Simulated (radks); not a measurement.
Li+, configuration [He].

Method: scalar-relativistic Kohn-Sham, BLYP, spin-unpolarised, spherical densities, finite nucleus; Fermi nuclear charge, rms radius 2.444 fm; computed with a radial shooting solver on a logarithmic mesh with Libxc functionals.

Energy parts (eV):
| part | energy |
|---|---|
| total | -198.106 |
| kinetic | 197.032 |
| electron-nucleus | -438.564 |
| Hartree | 89.296 |
| exchange-correlation | -45.870 |

Orbitals (lengths in bohr, moments of r in powers of bohr; <r^-3> diverges for s and p1/2):
\begin{tabular}{lrrrrr}
orbital & occ. & eigenvalue (eV) & <r^-3> & <r^4> & <1/r> \\ \hline
1s & 2 & -60.7188 & - & 0.5842 & 2.686 \\
\end{tabular}

The highest occupied level is 1s at -60.719 eV. The density falls to 0.001 e/bohr^3 at r = 1.86 bohr.
